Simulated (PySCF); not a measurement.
CsF, SMILES [F][Cs].

Geometry optimised at PBE0-D3(BJ)/def2-TZVPD. The def2 effective core potentials stand for the cores of Cs; spin–orbit coupling is left out.

Two levels are set side by side: TDDFT-PBE/def2-TZVPD (PySCF) and TDDFT-PBE0/def2-TZVPD (PySCF). Vertical, same geometry. The lowest singlet is HOMO→LUMO 100 % with PBE and HOMO→LUMO 97 % with the other functional; states are paired by order. Differences are taken from unrounded values.

```csv
quantity,TDDFT-PBE0
lowest singlet excitation (eV),4.77
lowest triplet excitation (TDA) (eV),4.70
```

What does TDDFT-PBE give, and how far is it from TDDFT-PBE0? (The exact figures need the calculation; the answer reports its results.)


| quantity | TDDFT-PBE | TDDFT-PBE minus TDDFT-PBE0 |
|---|---|---|
| lowest singlet excitation (eV) | 3.61 | -1.15 |
| lowest triplet excitation (TDA) (eV) | 3.52 | -1.18 |

A lower first singlet is the usual sign of a functional without exact exchange. Differences between two approximate levels are no errors against the true value.

Rough cost on one machine, each run with all the roots and properties that it gave: TDDFT-PBE0 against TDDFT-PBE within a factor of 2.
